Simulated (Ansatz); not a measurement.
Basis-set extrapolation for CH6O2Si2 (`O[SiH]1OC[SiH2]1`) (PBE0-D4/def2-TZVP geometry, frozen core, the Gaussian-basis code of Ansatz). Multiplicity 1, RHF reference.

```
                      def2-TZVPP   def2-QZVPP
                 HF  -769.112870  -769.140240
    MP2 correlation    -0.881255    -0.949493
CCSD(T) correlation    -0.957569      not run
```

Energies in hartree. Use E(X) = E(∞) + A·exp(−7.88·√X) for Hartree–Fock and E(X) = E(∞) + B·X^(−2.97) for correlation, with X = 3 and 4, and add CCSD(T) minus MP2 of the smaller set to the MP2 limit.

Problem. What is the CCSD(T) energy at the basis-set limit?

Solution. HF limit: -769.140240 + (-0.027370) × 0.13774 = -769.14401. MP2 limit: -0.949493 + (-0.068238) × 0.74074 = -1.00004. Higher-order term: -0.957569 − (-0.881255) = -0.07631. Total: -770.22036 hartree, 94.1 kcal/mol below CCSD(T)/def2-TZVPP.
